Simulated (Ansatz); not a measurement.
Consider the ligand exchange at a B–O bond: `OB(O[SiH3])O[SiH3]` + H₂S → `[SiH3]OB(S)O[SiH3]` + H₂O.

Calculated with Ansatz (gas phase, PBE0-D4/def2-TZVP geometries, no zero-point term in ΔE). CBS: MP2 limit from def2 TZ/QZ plus the TZ coupled-cluster correction, frozen cores. This one scheme is used for every species. DFT in def2-TZVPP. B3LYP here is the variant with VWN-RPA as its local correlation; programs differ in this. One conformer a species, not always the lowest.

CCSD(T)/CBS gives +72.2 kJ/mol.

Another level gave +78.3 kJ/mol. Which?
A. CCSD(T)/def2-TZVPP
B. B3LYP/def2-TZVPP
C. HF/def2-TZVPP
D. PBE0/def2-TZVPP

A. CCSD(T)/def2-TZVPP 78.3, PBE0 74.0, HF/def2-TZVPP 97.5, B3LYP 83.3 kJ/mol.

Largest T1 diagnostic among the species: 0.013.

The D4 term adds −9.4 kJ/mol with B3LYP and −5.2 kJ/mol with PBE0; it sums over pairs of atoms, weighted by their polarisabilities, and B3LYP, whose exchange is more repulsive, gets the larger term. From PBE to PBE0 (25 % exact exchange), in def2-TZVPP and without D4, ΔE moves by +3.6 kJ/mol.

CCSD(T)/CBS has its own doubt, a few kJ/mol and more with outer-core shells, so smaller differences from it don't rank the levels.
